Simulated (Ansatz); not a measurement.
Isolated molecules relaxed with PBE0-D4/def2-TZVP in Ansatz; ΔE leaves out vibrations. CBS: MP2 limit from def2 TZ/QZ plus the TZ coupled-cluster correction, frozen cores. DFT in def2-TZVPP. B3LYP here is the variant with VWN-RPA as its local correlation; programs differ in this. HSE06 is defined as in plane-wave codes. For Br, Ga outer-core shells are correlated without core-valence functions, which leaves a few kJ/mol of doubt a bond. Scalar relativity is left out up to krypton. Each species was taken in one conformer, which may not be the lowest.

Reaction (ligand exchange at the Si–O bond): `C[O][Ga]([Br])[O][SiH3]` + `C[Si](O)(O)Br` → `C[Si](O)(Br)O[SiH3]` + `C[O][Ga]([OH])[Br]`

`C[O][Ga]([Br])[O][SiH3]`:

Z-matrix (Å, degrees):
```
C
O 1 1.414
H 1 1.095 2 113.2
H 1 1.094 2 109.2 3 120.8
H 1 1.094 2 109.3 3 -120.8
Ga 2 1.760 1 122.0 3 0.4
O 6 1.766 2 118.2 1 0.0
Br 6 2.256 2 120.3 1 -180.0
Si 7 1.638 6 138.5 2 -179.7
H 9 1.487 7 110.2 6 90.3
H 9 1.485 7 108.3 6 -150.3
H 9 1.488 7 111.2 6 -30.3
```

`C[Si](O)(O)Br`:

Cartesian coordinates in Å:
```
C -0.799 -1.027 0.581
Si 0.304 0.261 -0.133
O -0.405 1.174 -1.291
O 0.790 1.219 1.089
Br 2.071 -0.721 -1.107
H -1.126 -1.727 -0.189
H -1.681 -0.552 1.019
H -0.280 -1.586 1.362
H -0.194 0.972 -2.203
H 1.319 1.988 0.873
```

`C[Si](O)(Br)O[SiH3]`:

Cartesian coordinates in Å:
```
C -0.577 0.576 -1.969
Si -0.590 0.545 -0.131
O -2.139 0.627 0.365
Br 0.528 2.301 0.697
O 0.147 -0.779 0.448
Si 1.394 -1.310 1.377
H 0.447 0.540 -2.345
H -1.056 1.483 -2.341
H -1.121 -0.290 -2.355
H -2.316 0.757 1.298
H 1.373 -2.792 1.337
H 1.226 -0.845 2.777
H 2.685 -0.812 0.841
```

`C[O][Ga]([OH])[Br]`:

Z-matrix (Å, degrees):
```
C
O 1 1.409
H 1 1.096 2 113.1
H 1 1.094 2 109.5 3 120.7
H 1 1.094 2 109.5 3 -120.7
Ga 2 1.767 1 124.4 3 0.6
Br 6 2.265 2 121.2 1 -0.0
O 6 1.768 2 119.0 1 180.0
H 8 0.961 6 112.2 2 -0.0
```

Task: Is it downhill or uphill in electronic energy at CCSD(T)/CBS, and by how much? (Estimate.)

Result: The calculation gave: Downhill: ΔE = -1.8 kcal/mol.

Task: What do these levels give: PBE-D4, B97M-V, ωB97M-V, B2PLYP, r2SCAN, B3LYP, HSE06, CCSD/def2-SVP, MP2/def2-TZVPP, SCS-MP2/def2-TZVPP, CCSD/def2-TZVPP, CCSD/CBS(def2)? (Estimate.)

Result: Ansatz gave: PBE-D4 -1.8, B97M-V -1.6, ωB97M-V -1.7, B2PLYP -1.3, r2SCAN -1.4, B3LYP -1.3, HSE06 -1.2, CCSD/def2-SVP -1.3, MP2/def2-TZVPP -1.5, SCS-MP2/def2-TZVPP -1.4, CCSD/def2-TZVPP -1.3, CCSD/CBS(def2) -1.8 kcal/mol.

Largest T1 diagnostic among the species: 0.012.

Leaving LDA and LC-ωPBE aside and taking each functional with its dispersion term where it has one, the values, not all of them listed here, spread over 0.8 kcal/mol, from BLYP-D4 to PBE-QIDH.
